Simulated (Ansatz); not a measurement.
C10H20, SMILES `CCCCCC1CCCC1`. The species carries charge 0 and has multiplicity 1. All single points use the PBE0-D4/def2-TZVP geometry. It is one conformer, not always the lowest.

```xyz
30

C    -2.652   -2.247    1.138
C    -3.007   -1.395   -0.070
C    -1.844   -1.156   -1.024
C    -0.699   -0.351   -0.429
C     0.407   -0.082   -1.439
C     1.616    0.692   -0.915
C     1.287    2.140   -0.487
C     2.034    2.366    0.826
C     1.999    0.992    1.485
C     2.288    0.048    0.321
H    -1.906   -1.763    1.773
H    -3.531   -2.441    1.757
H    -2.244   -3.214    0.829
H    -3.400   -0.428    0.266
H    -3.822   -1.877   -0.621
H    -1.460   -2.123   -1.375
H    -2.214   -0.637   -1.916
H    -1.098    0.594   -0.041
H    -0.285   -0.882    0.434
H     0.754   -1.044   -1.836
H    -0.016    0.460   -2.294
H     2.344    0.724   -1.731
H     0.212    2.247   -0.316
H     1.555    2.866   -1.258
H     1.593    3.155    1.439
H     3.073    2.649    0.627
H     0.997    0.803    1.885
H     2.707    0.886    2.310
H     1.942   -0.972    0.501
H     3.369   -0.011    0.164
```

Q: What is the dipole moment at ωB97M-V/def2-TZVPP? (An estimate is asked.)

A: Computed: 0.09 D, with components (0.00, 0.03, -0.08) D in this frame, pointing from negative to positive charge.

Q: And with PBE, r2SCAN, B3LYP? (Estimate.)

A: The calculation gave: PBE 0.10 D, r2SCAN 0.09 D, B3LYP 0.09 D.

Q: Give the Mulliken charges with ωB97M-V, r2SCAN, B3LYP in def2-TZVPP. (Estimate.)

A: Ansatz gave: 
```csv
atom,ωB97M-V,r2SCAN,B3LYP
C1,-0.32,-0.16,-0.26
C2,-0.16,-0.01,-0.09
C3,-0.18,-0.02,-0.09
C4,-0.19,-0.04,-0.09
C5,-0.22,-0.10,-0.15
C6,-0.02,0.15,0.08
C7,-0.23,-0.12,-0.18
C8,-0.18,-0.03,-0.11
C9,-0.18,-0.06,-0.13
C10,-0.24,-0.09,-0.17
H11,0.10,0.04,0.07
H12,0.11,0.04,0.08
H13,0.10,0.04,0.07
H14,0.08,0.01,0.05
H15,0.09,0.02,0.06
H16,0.09,0.01,0.05
H17,0.09,0.02,0.05
H18,0.09,0.03,0.05
H19,0.10,0.03,0.06
H20,0.10,0.02,0.05
H21,0.10,0.02,0.05
H22,0.09,0.01,0.05
H23,0.10,0.03,0.06
H24,0.10,0.03,0.07
H25,0.09,0.02,0.06
H26,0.10,0.02,0.06
H27,0.10,0.03,0.06
H28,0.09,0.02,0.06
H29,0.09,0.02,0.06
H30,0.11,0.03,0.07
```

B3LYP here is the variant with VWN-RPA as its local correlation; programs differ in this.
